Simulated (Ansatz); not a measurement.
OsH6³⁻, that is [OsH6]4- with one electron fewer. The state is a doublet with charge -3. Geometry r2SCAN-D4/def2-TZVPD, that of the charge -4 singlet; atoms count from 1.

```xyz
7

Os   -0.187   -0.102    0.327
H     0.446    1.341    0.036
H     0.065   -1.063   -0.931
H    -1.670   -0.753   -0.117
H     1.301   -0.527   -0.089
H     0.811    0.284    1.621
H    -0.766    0.820   -0.848
```

In the def2 sets Os takes a core potential; there is no spin–orbit coupling. A multiply charged anion in the gas phase is held together partly by the finite basis. Removing one electron lowers the energy by 7.16 eV at PBE0-D4/def2-TZVPD, so it isn't bound. The highest occupied level of the charge -3 doublet lies above zero (up to 6.74 eV). It is a level of β spin, whose loss leaves a triplet; that state wasn't run at this geometry and level. The electron is either unbound and held by the finite basis, or the level is raised by self-interaction error.

Estimate the Mulliken populations from the PBE0/def2-TZVPD orbitals of Ansatz.


| atom | charge (e) | spin (α − β) | d electrons |
| --- | --- | --- | --- |
| Os1 | -1.79 | 0.72 | 6.82 |
| H2 | -0.15 | 0.07 | – |
| H3 | -0.15 | 0.07 | – |
| H4 | -0.29 | 0.00 | – |
| H5 | -0.16 | 0.07 | – |
| H6 | -0.29 | 0.00 | – |
| H7 | -0.16 | 0.07 | – |
Mulliken values and Mayer orders depend strongly on the basis. With diffuse functions, as here, like atoms can get unlike values, and bond orders can come out too low or too high.

Where does the spin sit?

Summed by element: Os 0.72, H 0.28, of 1 unpaired in all. Largest on single atoms: Os1 0.72, H7 0.07, H5 0.07.
